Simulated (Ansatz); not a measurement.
C2H4BNS (`S/C=C1/BN1`) at its PBE0-D4/def2-TZVP geometry, where that method's forces vanish. The species carries charge 0 and has multiplicity 1.

```xyz
9

S     0.5981   -1.1755   -1.8699
C     0.9939   -0.5538   -0.2689
C     0.1710    0.2731    0.3631
B    -0.5110    1.2291    1.3158
N    -1.0915    0.8178    0.1457
H     0.3289   -2.4520   -1.5358
H     1.9613   -0.7883    0.1547
H    -0.6632    1.9014    2.2742
H    -1.7875    0.7480   -0.5789
```

Task: What forces (eV/Å) does r2SCAN-D4/def2-TZVPP give on these atoms in Ansatz? (Best estimate.)

Result: Computed: 
```
S1  -0.029 -0.036 -0.139
C2   0.157 -0.085  0.016
C3   0.114  0.079  0.220
B4   0.120  0.051  0.179
N5  -0.321  0.065 -0.177
H6  -0.002 -0.038 -0.010
H7   0.002 -0.003 -0.003
H8  -0.006 -0.023 -0.040
H9  -0.036 -0.011 -0.047
```
